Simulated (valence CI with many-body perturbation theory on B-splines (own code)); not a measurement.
**Level structure of Pr46+**

Computed by relativistic CI+MBPT: three valence electrons over a frozen Dirac-Fock core [Ne], a basis of 11 s, 11 p, 10 d, 8 f, 5 g, 2 h functions for each j, with the one-electron correlation potential Σ1 (screened to all orders), the two-electron term Σ2, the three-electron term Σ3, Breit, model QED; selected single and double excitations, second order for the rest, scaled by the run's own slope (own B-spline code, finite nucleus).

The last digits are not significant, and no measured levels were compared; by estimate large intervals hold to a few tenths of a per cent, small ones and those within an open d or f shell to about a per cent.

Levels 1 to 45 of 158, with energies above the lowest level, (3s^2 3p1/2) J=1/2. "Leading %" is the weight of the configuration and term that name the level; weights of strongly mixed levels are sums over their largest components and can fall short. In the jj column 3d3/2^4 stands for four electrons in 3d with j = 3/2. Lifetimes count E1, E2, E3, M1 and M2 decay at the calculated energies, and are blank where another channel may lead or the interval is too uncertain; long ones can be off by a factor of two.

```tsv
No.	Configuration	Term	J	E (Ry)	Leading %	Second component	Lifetime	g	Leading jj
1	3s2 3p	2P°	1/2	0.000	99			0.655	3s^2 3p1/2 (99 %)
2	3s 3p2	4P	1/2	8.576	61	27 % 3s 3p2 2S	58.7 ps	2.236	3s 3p1/2^2 (96 %)
3	3s2 3p	2P°	3/2	9.183	99		108 ns	1.326	3s^2 3p3/2 (99 %)
4	3s 3p2	4P	3/2	16.237	91	6 % 3s 3p2 2D	437 ps	1.657	3s 3p1/2 3p3/2 (99 %)
5	3s 3p2	2D	5/2	17.183	55	42 % 3s 3p2 4P	148 ps	1.362	3s 3p1/2 3p3/2 (96 %)
6	3s 3p2	2D	3/2	18.436	58	24 % 3s 3p2 2P	6.02 ps	0.945	3s 3p1/2 3p3/2 (83 %)
7	3s 3p2	2P	1/2	19.034	71	25 % 3s 3p2 4P	1.81 ps	1.208	3s 3p1/2 3p3/2 (95 %)
8	3s2 3d	2D	3/2	21.981	83	8 % 3s 3p2 2P	1.40 ps	0.835	3s^2 3d3/2 (83 %)
9	3s2 3d	2D	5/2	23.444	86	12 % 3s 3p2 4P	14.0 ps	1.242	3s^2 3d5/2 (86 %)
10	3s 3p2	4P	5/2	26.446	45	44 % 3s 3p2 2D	4.66 ps	1.373	3s 3p3/2^2 (86 %)
11	3p3	2P°	3/2	27.062	35	24 % 3p3 2D°	6.64 ps	1.223	3p1/2^2 3p3/2 (77 %)
12	3s 3p 3d	4F°	3/2	28.091	76	13 % 3s 3p 3d 2D°	18.7 ps	0.556	3s 3p1/2 3d3/2 (88 %)
13	3s 3p2	2S	1/2	28.254	69	16 % 3s 3p2 2P	2.58 ps	1.867	3s 3p3/2^2 (97 %)
14	3s 3p2	2P	3/2	28.639	65	27 % 3s 3p2 2D	1.29 ps	1.198	3s 3p3/2^2 (96 %)
15	3s 3p 3d	4F°	5/2	28.772	51	22 % 3s 3p 3d 2F°	75.6 ps	1.043	3s 3p1/2 3d3/2 (94 %)
16	3s 3p 3d	4D°	1/2	30.205	65	28 % 3s 3p 3d 2P°	1.90 ps	0.364	3s 3p1/2 3d3/2 (96 %)
17	3s 3p 3d	4D°	3/2	30.371	43	24 % 3s 3p 3d 4P°	1.74 ps	1.317	3s 3p1/2 3d3/2 (81 %)
18	3s 3p 3d	4P°	5/2	30.944	37	28 % 3s 3p 3d 4D°	8.68 ps	1.347	3s 3p1/2 3d5/2 (97 %)
19	3s 3p 3d	4F°	7/2	31.540	52	24 % 3s 3p 3d 2F°	13.7 ps	1.251	3s 3p1/2 3d5/2 (94 %)
20	3s 3p 3d	2F°	5/2	32.164	46	17 % 3s 3p 3d 2D°	9.63 ps	1.067	3s 3p1/2 3d5/2 (92 %)
21	3s 3p 3d	2D°	3/2	32.417	40	28 % 3s 3p 3d 2P°	3.54 ps	1.158	3s 3p1/2 3d5/2 (70 %)
22	3p3	2D°	5/2	36.024	70	17 % 3s 3p 3d 2F°	3.29 ps	1.136	3p1/2 3p3/2^2 (70 %)
23	3p3	2D°	3/2	36.352	45	40 % 3p3 4S°	1.48 ps	1.344	3p1/2 3p3/2^2 (84 %)
24	3p3	2P°	1/2	37.020	84	14 % 3s 3p 3d 2P°	2.22 ps	0.670	3p1/2 3p3/2^2 (84 %)
25	3s 3p 3d	4D°	3/2	38.103	42	40 % 3s 3p 3d 4P°	2.28 ps	1.335	3s 3p3/2 3d3/2 (98 %)
26	3s 3p 3d	4D°	5/2	38.171	50	19 % 3s 3p 3d 4F°	1.81 ps	1.266	3s 3p3/2 3d3/2 (83 %)
27	3s 3p 3d	4P°	1/2	38.178	86	12 % 3s 3p 3d 4D°	2.67 ps	2.298	3s 3p3/2 3d3/2 (97 %)
28	3s 3p 3d	4D°	7/2	38.376	40	38 % 3s 3p 3d 4F°	2.84 ps	1.285	3s 3p3/2 3d3/2 (79 %)
29	3p2 3d	4F	3/2	38.693	38	27 % 3p2 3d 2D	10.1 ps	0.762	3p1/2^2 3d3/2 (98 %)
30	3s 3p 3d	4F°	9/2	39.041	100		126 ns	1.326	3s 3p3/2 3d5/2 (100 %)
31	3s 3p 3d	2D°	3/2	39.692	62	26 % 3s 3p 3d 4P°	1.63 ps	1.011	3s 3p3/2 3d3/2 (60 %)
32	3s 3p 3d	2D°	5/2	40.350	44	38 % 3s 3p 3d 4P°	4.34 ps	1.337	3s 3p3/2 3d5/2 (94 %)
33	3s 3p 3d	2F°	5/2	40.834	71	12 % 3s 3p 3d 2D°	1.06 ps	0.940	3s 3p3/2 3d3/2 (88 %)
34	3s 3p 3d	2P°	1/2	41.013	71	19 % 3s 3p 3d 4D°	1.01 ps	0.610	3s 3p3/2 3d3/2 (82 %)
35	3s 3p 3d	2F°	7/2	41.036	79	18 % 3s 3p 3d 4D°	4.33 ps	1.190	3s 3p3/2 3d5/2 (83 %)
36	3s 3p 3d	2P°	3/2	41.039	41	41 % 3s 3p 3d 2D°	2.27 ps	1.165	3s 3p3/2 3d5/2 (55 %)
37	3p2 3d	2D	5/2	41.430	28	23 % 3p2 3d 4D	6.79 ps	1.194	3p1/2^2 3d5/2 (95 %)
38	3s 3p 3d	2F°	7/2	41.984	74	18 % 3s 3p 3d 4D°	2.17 ps	1.195	3s 3p3/2 3d5/2 (95 %)
39	3s 3p 3d	2P°	1/2	42.607	84	10 % 3p3 2P°	2.70 ps	0.683	3s 3p3/2 3d5/2 (82 %)
40	3s 3p 3d	2P°	3/2	43.112	80	6 % 3s 3p 3d 2D°	1.55 ps	1.303	3s 3p3/2 3d5/2 (96 %)
41	3s 3p 3d	2D°	5/2	43.263	63	20 % 3s 3p 3d 2F°	1.42 ps	1.118	3s 3p3/2 3d5/2 (90 %)
42	3p2 3d	2F	5/2	46.474	53	35 % 3p2 3d 4F	4.85 ps	0.931	3p1/2 3p3/2 3d3/2 (91 %)
43	3p2 3d	4F	3/2	46.913	39	29 % 3p2 3d 2P	2.63 ps	0.929	3p1/2 3p3/2 3d3/2 (97 %)
44	3p3	2P°	3/2	46.942	47	28 % 3p3 2D°	912 fs	1.247	3p3/2^3 (88 %)
45	3p2 3d	4D	1/2	47.068	81	15 % 3p2 3d 2P	2.48 ps	0.161	3p1/2 3p3/2 3d3/2 (99 %)
```

The ionisation energy to 3s2 1S_0 of the next ion comes out as 3834.1 eV (NIST: 3832 ± 4 eV (theoretical)). All 158 levels together are meant to be complete up to 138.203 Ry.
